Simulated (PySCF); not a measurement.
A calculated (PBE0, PySCF 2.14, cc-pVTZ-DK, the spin-free X2C one-electron Hamiltonian (Gaussian nucleus)) atom or ion has these occupied shells.

| shell | electrons | orbital energy (eV) | rms radius, mean of both spins (bohr) |
| --- | --- | --- | --- |
| 1s α | 1 | -5939.4 | 0.0734 |
| 1s β | 1 | -5939.4 | 0.0734 |
| 2s α | 1 | -703.38 | 0.318 |
| 2s β | 1 | -701.64 | 0.318 |
| 2p α | 3 | -593.83 | 0.288 |
| 2p β | 3 | -592.34 | 0.288 |
| 3s α | 1 | -102.01 | 0.965 |
| 3s β | 1 | -96.990 | 0.965 |
| 3p α | 3 | -71.947 | 1.04 |
| 3p β | 3 | -66.504 | 1.04 |
| 3d α | 4 | -26.382 | 1.36 |

(1) Name the element and its charge.

Results:

(1) Cr(2+) (chromium, charge +2), in [Ar] 3d4, high-spin 5D determinant.
